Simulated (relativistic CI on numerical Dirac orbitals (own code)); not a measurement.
## Hyperfine structure of Pd44+, mass number 105

Calculated at this level of theory: Dirac-Coulomb-Breit CI, separate exchange-only KLI orbitals for each configuration, model QED (radiative potential, 1s self-energy scaled to tabulated hydrogen-like ionisation energies), unscaled Slater integrals (own radial code, finite nucleus).

CI space: 1s2, 1s.2s, 1s.2p, 1s.3s, 1s.3p, 1s.3d, 1s.4s, 1s.4p, 1s.4d, 1s.4f, 1s.5s, 1s.5p, 1s.5d, 1s.5f, 1s.5g, 1s.6s, 1s.6p, 1s.6d. Levels of other configurations are missing.

Nuclear spin I = 5/2, μ = -0.642 μN, Q = 0.66 b (tables of Stone and Pyykkö). The electronic factors are computed for point nuclear moments, without core polarisation or the Bohr-Weisskopf and QED corrections.

| Level | E (eV) | A (GHz) | B (GHz) |
| --- | --- | --- | --- |
| 1s.2s 3S_1 | 21556.3 | -4243 | -0.00326 |
| 1s.2p 3P°_1 | 21619.8 | -3885 | -27.6 |
| 1s.2p 3P°_2 | 21811.9 | -1917 | 256 |
| 1s.2p 1P°_1 | 21841.8 | 1782 | 153 |
| 1s.3s 3S_1 | 25602.2 | -3903 | -0.00416 |
| 1s.3p 3P°_1 | 25619.6 | -3783 | -7.56 |
| 1s.3p 3P°_2 | 25676.7 | -1892 | 78.1 |
| 1s.3d 3D_2 | 25684.1 | -1888 | 15.2 |

Levels with J = 0, under 50 % of one LS term, or S terms without an open s electron are left out. Small factors come from cancelling terms and can be off by tens of per cent or more.

At this charge energies of transitions that change n are usually good to better than 1 %, and those within a shell (Δn = 0) to a few per cent.

Question: Give the hyperfine levels of 1s.2s 3S_1 relative to its centre of gravity.

Answer: With K = F(F + 1) − I(I + 1) − J(J + 1), E = AK/2 + B[¾K(K + 1) − I(I + 1)J(J + 1)]/[2I(2I − 1)J(2J − 1)]: F = 3/2: 14850, F = 5/2: 4243, F = 7/2: -10610 GHz.

LS names give the leading component of a level, which can be under half, so a name can repeat, a term be missing and a line seem to break the LS rules.
